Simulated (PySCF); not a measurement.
Structure from NMR data

Molecular formula: C$_{6}$H$_{9}$B. Simulated spectra:

¹H NMR (600 MHz, computed): δ 7.47 (m, 3H), 7.03 (m, 3H), 6.75 (m, 3H).

¹³C{¹H} NMR (computed): δ 148.9 (CH2, 3C), 147.7 (CH, 3C).

PySCF calculation with GIAO B97-2/pcSseg-2 shieldings and structure optimised with PBE0-D3(BJ)/def2-TZVP; fast rotation and ring inversion assumed for equivalent nuclei, relativity neglected, no solvent, one conformer.

Scale: ¹H (σ = 31.64 ppm) and ¹³C (σ = 185.38 ppm) vs TMS (reference shieldings calculated alike).

Q: Deduce the structure.

A: 
2 carbon signals for 6 carbons: some carbons are equivalent by symmetry or fast rotation. Carbon types of the structure: 3 × CH, 3 × CH2, which accounts for all hydrogens. δC 148.9: terminal =CH2 carbon; as expected for a trigonal carbon in a double bond. δC 147.7: alkene CH; as expected for a trigonal carbon in a double bond. δH 7.47: hydrogen on an alkene CH; a vinylic proton, deshielded by the sp2 carbon and the C=C anisotropy. δH 7.03, 6.75: hydrogen on a terminal =CH2 carbon; a vinylic proton, deshielded by the sp2 carbon and the C=C anisotropy.

These data were computed for SMILES C=CB(C=C)C=C.

The shifts were computed for this structure.

A carbon bonded to boron is broadened by the quadrupolar boron nucleus and is often missing from a measured spectrum. Shifts are as computed. Against solution values, carbons near 30 ppm lie about +3 ppm off and those near 130 ppm about +7 ppm. Of 1211 compounds with measured shifts, 218 miss one by over three times the rms of a fit or turn the order of signals round; such compounds aren't used in these exercises. No couplings were computed; multiplicities are counted from neighbouring protons, with m where these are inequivalent, close in shift, in a saturated or five-membered ring or joined by F or P, and br s for small geminal =CH2 splittings.
